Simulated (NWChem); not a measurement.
System: CH$_{4}$O$_{3}$Si; SMILES O(C=O)[SiH2]O

The following NWChem deck was run.

```
start job
memory heap 200 mb stack 900 mb global 1100 mb
geometry units angstroms noautosym nocenter noautoz
  O      0.622149    -1.561415     0.577548
  C     -0.424153    -1.547143    -0.019246
  O     -1.048992    -0.447047    -0.405104
  Si    -0.361280     1.073100     0.043492
  O      1.232008     1.131180    -0.363362
  H     -0.978386    -2.462320    -0.313673
  H     -0.621726     1.219496     1.499771
  H     -1.091987     2.063973    -0.773797
  H      1.739276     0.408240     0.030209
end
basis spherical
  * library def2-svp
end
dft
  xc b3lyp
  iterations 150
  mulliken
end
task dft energy
esp
  recalculate
  probe 0.07
  range 0.3
  factor 1.0
  spacing 0.02
end
task esp
```

NWChem printed, in part:

```
             Northwest Computational Chemistry Package (NWChem) 7.3.0
             --------------------------------------------------------

                             Geometry "geometry" -> ""
                             -------------------------

 Output coordinates in angstroms (scale by  1.889725989 to convert to a.u.)

  No.       Tag          Charge          X              Y              Z
 ---- ---------------- ---------- -------------- -------------- --------------
    1 O                    8.0000     0.62214900    -1.56141500     0.57754800
    2 C                    6.0000    -0.42415300    -1.54714300    -0.01924600
    3 O                    8.0000    -1.04899200    -0.44704700    -0.40510400
    4 Si                  14.0000    -0.36128000     1.07310000     0.04349200
    5 O                    8.0000     1.23200800     1.13118000    -0.36336200
    6 H                    1.0000    -0.97838600    -2.46232000    -0.31367300
    7 H                    1.0000    -0.62172600     1.21949600     1.49977100
    8 H                    1.0000    -1.09198700     2.06397300    -0.77379700
    9 H                    1.0000     1.73927600     0.40824000     0.03020900

 Effective nuclear repulsion energy (a.u.)     239.1348220497

                                 NWChem DFT Module
                                 -----------------

 Summary of "ao basis" -> "ao basis" (spherical)
 ------------------------------------------------------------------------------
       Tag                 Description            Shells   Functions and Types
 ---------------- ------------------------------  ------  ---------------------
 O                          def2-svp                 6       14   3s2p1d
 C                          def2-svp                 6       14   3s2p1d
 Si                         def2-svp                 8       18   4s3p1d
 H                          def2-svp                 3        5   2s1p

            General Information
            -------------------
          SCF calculation type: DFT
          Wavefunction type:  closed shell.
          No. of atoms     :     9
          No. of electrons :    48
           Alpha electrons :    24
            Beta electrons :    24
          Charge           :     0
          Spin multiplicity:     1
          Use of symmetry is: off; symmetry adaption is: off
          Maximum number of iterations: 150
          AO basis - number of functions:    94
                     number of shells:    44
          Convergence on energy requested:  1.00D-06
          Convergence on density requested:  1.00D-05
          Convergence on gradient requested:  5.00D-04

              XC Information
              --------------
                         B3LYP Method XC Potential
                     Hartree-Fock (Exact) Exchange  0.200
                        Slater Exchange Functional  0.800 local
                    Becke 1988 Exchange Functional  0.720 non-local
              Lee-Yang-Parr Correlation Functional  0.810
                  VWN I RPA Correlation Functional  0.190 local

             Grid Information
             ----------------
          Grid used for XC integration:  medium
          Radial quadrature: Mura-Knowles
          Angular quadrature: Lebedev.
          Tag              B.-S. Rad. Rad. Pts. Rad. Cut. Ang. Pts.
          ---              ---------- --------- --------- ---------
          O                   0.60       49          11.0       434
          C                   0.70       49          10.0       434
          Si                  1.10       88          10.0       590
          H                   0.35       45          11.0       434
          Grid pruning is: on
          Number of quadrature shells:   464
          Spatial weights used:  Erf1

      Superposition of Atomic Density Guess
      -------------------------------------

 Sum of atomic energies:        -552.43393251

      Non-variational initial energy
      ------------------------------

 Total energy =    -554.338123
 1-e energy   =   -1237.566262
 2-e energy   =     444.093318
 HOMO         =      -0.390231
 LUMO         =       0.023568

     ---------------------------------------------
      Total Density - Mulliken Population Analysis
     ---------------------------------------------

    Atom       Charge   Shell Charges
 -----------   ------   -------------------------------------------------------
    1 O    8     8.74   1.99  1.13  0.68  3.06  1.85  0.01
    2 C    6     5.11   1.99  0.89  0.21  1.46  0.45  0.12
    3 O    8     8.68   1.99  1.10  0.66  3.00  1.92  0.01
    4 Si  14    12.90   2.00  1.99  0.91  0.20  5.93  0.93  0.68  0.26
    5 O    8     8.76   1.99  1.10  0.63  3.09  1.94  0.00
    6 H    1     0.95   0.69  0.25  0.02
    7 H    1     1.10   0.71  0.39  0.01
    8 H    1     1.10   0.71  0.39  0.01
    9 H    1     0.66   0.52  0.08  0.06

   convergence    iter        energy       DeltaE   RMS-Dens  Diis-err
 ---------------- ----- ----------------- --------- --------- ---------
 d= 0,ls=0.0,diis     1   -555.3339627992 -7.94D+02  1.88D-02  1.33D+00
 d= 0,ls=0.0,diis     2   -555.0817948928  2.52D-01  1.21D-02  4.19D+00
 d= 0,ls=0.0,diis     3   -555.4737554536 -3.92D-01  3.20D-03  1.59D-01
 d= 0,ls=0.0,diis     4   -555.4838315993 -1.01D-02  1.28D-03  5.74D-02
 d= 0,ls=0.0,diis     5   -555.4891189643 -5.29D-03  2.26D-04  8.18D-04
  Resetting Diis
 d= 0,ls=0.0,diis     6   -555.4891972135 -7.82D-05  5.00D-05  3.37D-05
 d= 0,ls=0.0,diis     7   -555.4892010426 -3.83D-06  2.37D-05  2.20D-06
 d= 0,ls=0.0,diis     8   -555.4892008122  2.30D-07  1.38D-05  4.70D-06
 d= 0,ls=0.0,diis     9   -555.4892012667 -4.55D-07  3.10D-06  2.51D-07

         Total DFT energy =     -555.489201266715
      One electron energy =    -1240.524150748364
           Coulomb energy =      499.594466380995
    Exchange-Corr. energy =      -53.694338949017
 Nuclear repulsion energy =      239.134822049671

 Numeric. integr. density =       48.000001768459

                       DFT Final Molecular Orbital Analysis
                       ------------------------------------

 Vector   22  Occ=2.000000D+00  E=-3.400555D-01
              MO Center=  2.4D-02, -3.6D-01, -3.5D-02, r^2= 2.9D+00
   Bfn.  Coefficient  Atom+Function         Bfn.  Coefficient  Atom+Function
  ----- ------------  ---------------      ----- ------------  ---------------
     6      0.321382  1 O  pz                32      0.316915  3 O  px
    34     -0.286364  3 O  pz                35      0.241156  3 O  px
     9      0.230109  1 O  pz                37     -0.224182  3 O  pz
    65      0.216233  5 O  py                66      0.163186  5 O  pz
    68      0.160695  5 O  py                64      0.155549  5 O  px

 Vector   23  Occ=2.000000D+00  E=-3.234241D-01
              MO Center=  1.6D-01,  9.2D-01,  1.2D-01, r^2= 3.0D+00
   Bfn.  Coefficient  Atom+Function         Bfn.  Coefficient  Atom+Function
  ----- ------------  ---------------      ----- ------------  ---------------
    66      0.400156  5 O  pz                69      0.290574  5 O  pz
    80     -0.282108  7 H  s                 81     -0.242830  7 H  s
    34      0.210126  3 O  pz                85      0.171830  8 H  s
    65      0.157118  5 O  py                37      0.154361  3 O  pz
    86      0.154970  8 H  s                 52     -0.151921  4 Si pz

 Vector   24  Occ=2.000000D+00  E=-3.033210D-01
              MO Center=  3.0D-01, -1.4D+00,  3.3D-01, r^2= 1.9D+00
   Bfn.  Coefficient  Atom+Function         Bfn.  Coefficient  Atom+Function
  ----- ------------  ---------------      ----- ------------  ---------------
     5      0.573217  1 O  py                 8      0.402397  1 O  py
    75      0.204779  6 H  s                 33      0.148574  3 O  py
    65      0.146745  5 O  py                76      0.146950  6 H  s
    32     -0.128095  3 O  px                31     -0.122584  3 O  s
    36      0.109156  3 O  py                68      0.105331  5 O  py

[...]

                     NWChem Electrostatic Potential Fit Module
                     -----------------------------------------

 Atom parameters

 Number of atoms is                                    9
 Number of basis functions is                         94

 Grid parameters

 Maximum number of grid points is                  38299
 Number of grid points is                          38298
 Grid range                                     0.300000 nm
 Grid spacing                                   0.020000 nm
 Probe radius                                   0.070000 nm
 Atom radius factor                             1.000000

 Atomic radii

    1    0.100000
    6    0.147000
    8    0.136000
   14    0.187000
 FASTESP  F
  using M.O. file = ./job.movecs

    Atom              Coordinates                           Charge

                                                  ESP

    1 O     0.062215   -0.156142    0.057755   -0.548455
    2 C    -0.042415   -0.154714   -0.001925    0.730274
    3 O    -0.104899   -0.044705   -0.040510   -0.540021
    4 Si   -0.036128    0.107310    0.004349    0.952176
    5 O     0.123201    0.113118   -0.036336   -0.678484
    6 H    -0.097839   -0.246232   -0.031367   -0.026940
    7 H    -0.062173    0.121950    0.149977   -0.180629
    8 H    -0.109199    0.206397   -0.077380   -0.134374
    9 H     0.173928    0.040824    0.003021    0.426453
                                            ------------
                                               -0.000000

 Dipole moment                                  0.456833

 Quadrupole moment Qxx                          0.886087
                   Qyy                          1.964819
                   Qzz                         -2.850906

 RMS deviation kJ/mol                           0.058673

 RRMS %                                        30.335431
```

Level: B3LYP/def2-SVP. The geometry was optimised at PBE0/def2-SVP.
